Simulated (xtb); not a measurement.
xtb input (GFN1-xTB):

```bash
xtb mol.xyz --gfn 1 --opt tight --chrg 0 --uhf 0
```
mol.xyz:
```
5

F      1.60411328    -0.29113349     0.40409270
Sn    -0.24912039     0.04521332    -0.06275600
H     -0.21093161     1.49491932    -0.95963111
H     -0.71761681    -1.31743430    -0.97445409
H     -1.05245173     0.18205036     1.43505081
```

End of the output:

```
         :::::::::::::::::::::::::::::::::::::::::::::::::::::
         ::                     SUMMARY                     ::
         :::::::::::::::::::::::::::::::::::::::::::::::::::::
         :: total energy              -9.247645963215 Eh    ::
         :: gradient norm              0.000040016056 Eh/a0 ::
         :: HOMO-LUMO gap              7.191959434118 eV    ::
         ::.................................................::
         :: SCC energy                -9.266331326507 Eh    ::
         :: -> electrostatic           0.030139696531 Eh    ::
         :: repulsion energy           0.019462243975 Eh    ::
         :: dispersion energy         -0.000776880682 Eh    ::
         :: halogen bond corr.         0.000000000000 Eh    ::
         :: add. restraining           0.000000000000 Eh    ::
         :: total charge               0.000000000000 e     ::
         :::::::::::::::::::::::::::::::::::::::::::::::::::::

           -------------------------------------------------
          |                Property Printout                |
           -------------------------------------------------

    * Orbital Energies and Occupations

         #    Occupation            Energy/Eh            Energy/eV
      -------------------------------------------------------------
         1        2.0000           -0.9423454             -25.6425
         2        2.0000           -0.7564242             -20.5833
         3        2.0000           -0.5066155             -13.7857
         4        2.0000           -0.5066155             -13.7857
         5        2.0000           -0.4891369             -13.3101
         6        2.0000           -0.4737396             -12.8911
         7        2.0000           -0.4737396             -12.8911 (HOMO)
         8                         -0.2094400              -5.6992 (LUMO)
         9                         -0.1455303              -3.9601
        10                         -0.1427086              -3.8833
        11                         -0.1427086              -3.8833
        12                         -0.0934872              -2.5439
        13                         -0.0934872              -2.5439
        14                         -0.0386519              -1.0518
        15                         -0.0386519              -1.0518
        16                         -0.0342437              -0.9318
        17                          0.6300840              17.1455
        18                          1.3479450              36.6794
        19                          1.3479451              36.6795
      -------------------------------------------------------------
                  HL-Gap            0.2642996 Eh            7.1920 eV
             Fermi-level           -0.3415898 Eh           -9.2951 eV

  Mulliken/CM5 charges         n(s)   n(p)   n(d)
     1F    -0.34707 -0.37993   1.813  5.534  0.000
     2Sn    0.17773  0.04359   1.868  1.709  0.245
     3H     0.05644  0.11211   0.944  0.000  0.000
     4H     0.05644  0.11211   0.944  0.000  0.000
     5H     0.05644  0.11211   0.944  0.000  0.000

Wiberg/Mayer (AO) data.
largest (>0.10) Wiberg bond orders for each atom

 ---------------------------------------------------------------------------
     #   Z sym  total        # sym  WBO       # sym  WBO       # sym  WBO
 ---------------------------------------------------------------------------
     1   9 F    1.099 --     2 Sn   0.921
     2  50 Sn   2.988 --     1 F    0.921     3 H    0.689     5 H    0.689
                             4 H    0.689
     3   1 H    0.999 --     2 Sn   0.689     4 H    0.126     5 H    0.126
     4   1 H    0.999 --     2 Sn   0.689     5 H    0.126     3 H    0.126
     5   1 H    0.999 --     2 Sn   0.689     4 H    0.126     3 H    0.126
Note: The following floating-point exceptions are signalling: IEEE_DENORMAL
normal termination of xtb
 ---------------------------------------------------------------------------

Topologies differ in total number of bonds
Writing topology from bond orders to xtbtopo.mol

 dipole moment from electron density (au)
     X       Y       Z
  -1.6111   0.2924  -0.4058  total (Debye):    4.288

           -------------------------------------------------
          |                Geometry Summary                 |
           -------------------------------------------------

      molecular mass/u    :      140.7323380
   center of mass at/Å    :       -0.0750235       0.0136161      -0.0188992
  moments of inertia/u·Å² :        0.7842221E+01   0.6375595E+02   0.6375595E+02
rotational constants/cm⁻¹ :        0.2149599E+01   0.2644088E+00   0.2644088E+00

 * 4 selected distances

     #   Z          #   Z                                           value/Å
     1   9 F        2  50 Sn                                      1.8962420 (max)
     2  50 Sn       3   1 H                                       1.6388493
     2  50 Sn       4   1 H                                       1.6388492 (min)
     2  50 Sn       5   1 H                                       1.6388493

 * 2 distinct bonds (by element types)

   Z      Z             #   av. dist./Å        max./Å        min./Å
   1 H   50 Sn          3     1.6388493     1.6388493     1.6388492
   9 F   50 Sn          1     1.8962420     1.8962420     1.8962420

optimized geometry written to: xtbopt.xyz

           -------------------------------------------------
          | TOTAL ENERGY               -9.247645963215 Eh   |
          | GRADIENT NORM               0.000040016056 Eh/α |
          | HOMO-LUMO GAP               7.191959434118 eV   |
           -------------------------------------------------

------------------------------------------------------------------------
------------------------------------------------------------------------
 total:
 SCF:
 ANC optimizer:
```
